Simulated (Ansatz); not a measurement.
Program: Ansatz. Geometries: PBE0-D4/def2-TZVP. ΔE: electronic, gas phase. CCSD(T)/CBS is the MP2 limit (def2-TZVPP, def2-QZVPP) plus CCSD(T) − MP2 in def2-TZVPP, frozen cores. For Se outer-core shells are correlated without core-valence functions, which leaves a few kJ/mol of doubt a bond. Scalar relativity is left out up to krypton. One conformer a species, not always the lowest.

`CS[SiH2][SeH]` + `OBB(F)[SiH3]` → `CS[SiH2]BO` + `FB([SiH3])[SeH]`  (redistribution)

```json
{"species": "`CS[SiH2][SeH]`", "CCSD(T)/CBS(def2) energy (Eh)": "-3129.27116"}
{"species": "`OBB(F)[SiH3]`", "CCSD(T)/CBS(def2) energy (Eh)": "-516.69932"}
{"species": "`CS[SiH2]BO`", "CCSD(T)/CBS(def2) energy (Eh)": "-829.14178"}
{"species": "`FB([SiH3])[SeH]`", "CCSD(T)/CBS(def2) energy (Eh)": "-2816.83682"}
```

**Question.** Work out ΔE.

**Answer.** ΔE = (-829.14178) + (-2816.83682) − (-3129.27116) − (-516.69932) = -0.00812 Eh = -0.22 eV.

Largest T1 diagnostic among the species: 0.015.

From PBE to PBE0 (25 % exact exchange), in def2-TZVPP and without D4, ΔE moves by +0.05 eV. In def2-TZVPP, CCSD(T) changes the Hartree–Fock value by −0.18 eV (the triples alone add −0.04 eV) and MP2 by −0.17 eV.
